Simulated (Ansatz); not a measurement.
A structure relaxed at PBE-D4/def2-SVPD in Ansatz, charge -1, doublet:

```xyz
5

Sn   -0.782   -0.244   -1.495
Sn   -1.057   -1.967    0.788
Sn    1.688   -0.751    0.294
Sn   -0.833    1.014    1.329
Sn    0.984    1.948   -0.916
```

Problem. Give its formula and point group.

Solution. the cluster Sn₅⁻ (the lowest doublet isomer of a short search). Point group C2v (tolerance 0.1 Å).

Problem. Summarise the bond lengths by kind (pairs closer than 1.2 times the sum of covalent radii, bridged metal pairs left out).

Solution. 9 × Sn–Sn 2.87 to 3.25 Å.

In the def2 sets Sn takes a core potential; there is no spin–orbit coupling. The structure comes from a short search, and lower isomers may exist.
